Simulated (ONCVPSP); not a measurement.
scandium: excitation energies, all-electron against ONCV

Sc (Z = 21), optimised norm-conserving Vanderbilt (ONCV), made with ONCVPSP 4.0.1 (PBE, scalar-relativistic). Core [Ne], reference 3s2 3p6 3d1 4s1 (charge +1). Waves: 3s+4s: rc 1.75 bohr, ncon 3, nbas 6, qcut 5.8 1/bohr, 2 projectors; 3p: rc 1.15 bohr, ncon 5, nbas 10, qcut 8.6 1/bohr, 1 projector; 3d: rc 2.15 bohr, ncon 4, nbas 9, qcut 6.8 1/bohr, 3 projectors, debl 2.3 Ha. Local part: polynomial inside 1.10 bohr (lpopt 5, dvloc0 0 Ha). Core correction: Teter function, fcfact 2, rcfact 1.2.

Energies are relative to the spin-unpolarised reference configuration 3s2 3p6 3d1 4s1; without spin polarisation the order of configurations can differ from experiment.

Problem. Give the all-electron excitation energy and the error of the potential for: 3s2 3p6 3d1 4s2; 3s2 3p6 3d1 4s0; 3s2 3p6 3d0 4s0; 3s2 3p5 3d1 4s2.

Solution.

| valence configuration | charge | ΔE all-electron (eV) | error AE − PS (meV) |
| --- | --- | --- | --- |
| 3s2 3p6 3d1 4s2 | 0 | -6.897 | +0.3 |
| 3s2 3p6 3d1 4s0 | +2 | 12.768 | -2.0 |
| 3s2 3p6 3d0 4s0 | +3 | 37.638 | +173 |
| 3s2 3p5 3d1 4s2 | +1 | 33.280 | -27 |
